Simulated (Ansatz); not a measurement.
The molecule RhO, multiplicity 4 (lowest of 2S+1 = 2, 4, 6 at CCSD(T)/def2-TZVPP on PBE0 minima; our sources give no spin for the ground state, which may be another). No spin–orbit coupling. The T1 diagnostic near the minimum is 0.053, so single-reference values are doubtful.

Seven points along R, fitted to fifth degree in 1/R; most abundant isotopes. Runs in def2 and cc sets follow the lowest solution found near the PBE0 minimum.

The values were computed with Ansatz (Gaussian basis) for Hartree–Fock, density functionals and correlated methods.  In def2 rows elements past Kr take small-core potentials, without spin–orbit coupling.

Energies at B3LYP/def2-TZVPP:

```tsv
R (Å)	E (hartree)
1.568471	-185.76443392
1.610634	-185.77374324
1.649424	-185.77867679
1.693274	-185.78091899
1.737124	-185.78037503
1.787719	-185.77710982
1.846748	-185.77070398
```

Problem. With a reduced mass of 13.8432 u, find the minimum, the force constant and the constants.

Solution. A fifth-degree polynomial in 1/R puts the minimum at r_e = 1.7052 Å with force constant 587 N/m. Then ω_e = (1/2πc)√(k/μ) = 848 cm⁻¹ and B_e = h/(8π²cμr_e²) = 0.4188 cm⁻¹; the cubic and quartic terms give α_e = 0.0029 and ω_e x_e = 4.4 cm⁻¹.

Ansatz is a quantum-chemistry and plane-wave program.
